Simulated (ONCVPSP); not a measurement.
Configuration tests for aluminium (Al) (ONCV)

- Element: aluminium (Al)
- Generator: ONCVPSP 4.0.1
- Type: optimised norm-conserving Vanderbilt (ONCV)
- Functional: PBEsol
- Relativity: scalar-relativistic
- Frozen core: [Ne]
- Valence charge: 3
- Reference configuration: 3s2 3p1
- Partial waves: 3s: rc 2.15 bohr, ncon 4, nbas 9, qcut 2.7 1/bohr, 2 projectors, debl 1.5 Ha; 3p: rc 2.85 bohr, ncon 4, nbas 8, qcut 3.4 1/bohr, 2 projectors, debl 2.1 Ha
- Local potential: polynomial inside 1.70 bohr (lpopt 1, dvloc0 -0.5 Ha)
- Core correction: Teter function fitted to the true core (icmod 2), fcfact 0.75

Energies are relative to the spin-unpolarised reference configuration 3s2 3p1; without spin polarisation the order of configurations can differ from experiment.

```csv
valence configuration,charge,ΔE all-electron (eV),error AE − PS (meV)
3s2 3p0,+1,5.736,-0.3
3s1 3p0,+2,24.907,+0.5
3s1 3p2,0,5.119,-7.3
```

(1) What are ΔE and the potential's error for 3s2 3p0.5?

Levels in the configuration 3s2 3p0:

```csv
level,all-electron (eV),pseudo (eV)
3s,-14.774,-14.769
```

Note: no bound ghost flagged; GHOST(+) flagged for s at 112.1 eV.

## Answers

(1) ΔE = 2.074 eV all-electron; the error (AE − PS) is -0.2 meV.
